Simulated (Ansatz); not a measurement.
C3H7ClSi can be A, `C=CC[SiH2]Cl`, or B, `[SiH3]C1(Cl)CC1`.

Computed with Ansatz on PBE0-D4/def2-TZVP structures; ΔE is electronic, products minus reactants. CBS: MP2 limit from def2 TZ/QZ plus the TZ coupled-cluster correction, frozen cores. DFT in def2-TZVPP. One conformer a species, not always the lowest.

Task: Which is lower in electronic energy at CCSD(T)/CBS, and by how much? (Best estimate.)

Result: Ansatz gave: A, by 188.5 kJ/mol.

Task: Give E(B) − E(A) in kJ/mol with BLYP-D4, B2PLYP, CCSD/def2-TZVPP, ωB97M-V, HF/def2-TZVPP, LDA (SPW92), PBE0-D4. (Estimate.)

Result: The calculation gave: BLYP-D4 193.2, B2PLYP 191.7, CCSD/def2-TZVPP 187.6, ωB97M-V 182.1, HF/def2-TZVPP 208.1, LDA (SPW92) 156.3, PBE0-D4 173.1. None reverses the order clearly.

Task: Does the order hold for the free energy at 298.15 K (harmonic terms from PBE0-D4)? (An estimate is asked.)

Result: Ansatz gave: Yes: G(B) − G(A) = +187.6 kJ/mol, for one conformer each. Modes under 60 cm⁻¹, often nearly free rotors, make the harmonic entropy too high.

Largest T1 diagnostic: 0.010.

Leaving LDA and LC-ωPBE aside and taking each functional with its dispersion term where it has one, the values, not all of them listed here, spread over 22.6 kJ/mol, from ωB97X-V to BHLYP-D4. LDA lies −19.0 kJ/mol from PBE without D4. In def2-TZVPP, CCSD(T) changes the Hartree–Fock value by −22.7 kJ/mol (the triples alone add −2.1 kJ/mol) and MP2 by −29.3 kJ/mol.
